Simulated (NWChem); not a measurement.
C$_{2}$ClO$_{2}$Pt, doublet; SMILES [O+]#[C-]->[Pt](<-[C-]#[O+])[Cl]

Results from NWChem. Spin-unrestricted. Geometry: optimised at PBE-D3(BJ)/def2-SVP, spin-unrestricted. No frequency run checked for a minimum. This spin state was assumed; another may lie lower. No stability test was run on the SCF state. def2 effective core potentials on Pt; no spin-orbit coupling.

For level B3PW91/def2-SVP:

| Property | Value |
|---|---|
| highest occupied level (eV) | -6.87 |
| lowest empty minus highest occupied level, either spin (eV) | 2.36 |
| dipole (D) | 2.62 |

Question: What are these values for level PBE/def2-SVP?

Answer: 
* **highest occupied level (eV)**: -5.82
* **lowest empty minus highest occupied level, either spin (eV)**: 0.67
* **dipole (D)**: 2.14
